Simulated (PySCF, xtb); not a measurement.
CH2NO, SMILES [NH]C=O (connectivity only; charge and spin as stated), charge -1, multiplicity 1. Other conformers were not sampled.

Harmonic wavenumbers (cm⁻¹) from xtb 6.7.1 with GFN2-xTB at its own minimum, in rising order: 598, 778, 1012, 1216, 1324, 1427, 1752, 2409, 3192.

What does PySCF with PBE-D3(BJ)/def2-SVPD give at its own minimum? (An estimate is asked for; the answer gives what the named calculation found.)

617, 810, 985, 1136, 1294, 1327, 1595, 2657, 3287. Paired by order, the mean absolute difference is 87 cm⁻¹ and the zero-point energies are 19.6 and 19.6 kcal/mol.
